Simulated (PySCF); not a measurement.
C₅H₈O₂.
Atom-mapped SMILES: `[CH2:1]=[CH:2][O:3][C:4](=[CH2:5])[CH2:6][OH:7]` (hydrogens: H8, H9 on C1; H10 on C2; H11, H12 on C5; H13, H14 on C6; H15 on O7)

The calculation used TDDFT PBE0/def2-SVPD, vertical, gas phase, core orbitals frozen in the response in PySCF 2.14.0, density-fitted response routines. Isolated species at its GFN2-xTB geometry (one conformer only). Torsions of this conformer, `[CH2:1]=[CH:2][O:3][C:4](=[CH2:5])[CH2:6][OH:7]`: C1–C2–O3–C4 160°, C2–O3–C4–C5 -21°, O3–C4–C6–O7 -53°, H–O7–C6–C4 51°.

Frontier orbitals with the atoms that hold most of them (Löwdin shares over 4%, at most four atoms; ? is withheld):

```json
{"orbital": "LUMO+2", "ε (eV)": "0.85", "atoms": "C5 21%, C2 12%, C4 10%, C1 10%"}
{"orbital": "LUMO+1", "ε (eV)": "0.57", "atoms": "C2 18%, C1 15%, C4 11%, O3 10%"}
{"orbital": "LUMO", "ε (eV)": "-0.20", "atoms": "?"}
{"orbital": "HOMO", "ε (eV)": "-6.89", "atoms": "?"}
{"orbital": "HOMO-1", "ε (eV)": "-8.03", "atoms": "O7 34%, C6 12%, C4 10%, C5 9%"}
{"orbital": "HOMO-2", "ε (eV)": "-8.23", "atoms": "O7 35%, C4 14%, C2 12%, C1 11%"}
{"orbital": "HOMO-3", "ε (eV)": "-9.91", "atoms": "O7 40%, C6 18%, O3 9%, C4 8%"}
```

Question: Give the leading atoms of the LUMO.

Answer: C1 (bonded to C and 2 H) 19%; C2 (bonded to C, O and H) 18%; C4 (bonded to 2 C and O) 17%; C5 (bonded to C and 2 H) 16%.

Question: Give the leading atoms of the HOMO.

Answer: C5 (bonded to C and 2 H) 22%; O3 (bonded to 2 C) 22%; C1 (bonded to C and 2 H) 20%; C4 (bonded to 2 C and O) 12%. By element: carbon 54% or more, oxygen 22% or more.

Question: The HOMO–LUMO gap is 6.69 eV. Where does the response calculation put the lowest singlet, and from which orbitals?

Answer: S1 is at 5.93 eV (f = 0.283), 0.76 eV below the gap, made of HOMO→LUMO (95%). Without the coupling terms of the response equations the lowest excitation would equal the gap.

Question: Give energy, strength and leading configuration of S1 and S2, and follow the Löwdin shares of the leading atoms from the occupied to the empty orbital.

Answer: 
- S1 (5.93 eV, f 0.283), HOMO→LUMO (95%): C5 22% → 16%, O3 22% → at most 16%, C1 20% → 19%, C2 at most 13% → 18%
- S2 (6.43 eV, f 0.036), HOMO→LUMO+1 (81%): C5 22% → at most 11%, O3 22% → 10%, C2 at most 13% → 18%, C1 20% → 15%

The run took 20 s wall on one thread, Intel Xeon 6975P-C (x86_64) (shared host), and the process peaked at 0.84 GiB of memory.
